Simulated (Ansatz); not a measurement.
Cartesian coordinates in Å:
```
N -0.887 -1.522 2.267
C -0.014 -1.206 1.415
C -0.165 -0.204 0.312
N -1.180 0.481 0.004
O 0.964 -0.076 -0.392
Si 0.973 1.019 -1.681
H -1.756 -0.999 2.128
H 0.963 -1.690 1.455
H -1.980 0.300 0.604
H 2.354 0.882 -2.197
H 0.736 2.397 -1.200
H -0.006 0.619 -2.715
```

Charge 0, multiplicity 1.

Task: List the PBE/def2-TZVPP orbital energies in eV (Ansatz 0.2.0). (Best estimate.)

Result: The calculation gave: Occupied: -1780.34, -511.44, -380.97, -380.56, -272.01, -270.75, -138.03, -94.82, -94.73, -94.72, -27.20, -23.49, -22.41, -17.38, -14.96, -13.90, -13.31, -11.87, -11.35, -10.95, -9.45, -9.11, -8.29, -8.28, -7.40, -7.23, -6.68. Lowest empty: -2.99, -0.71, 0.04, 0.34, 0.80, 1.12, 1.23, 1.62.
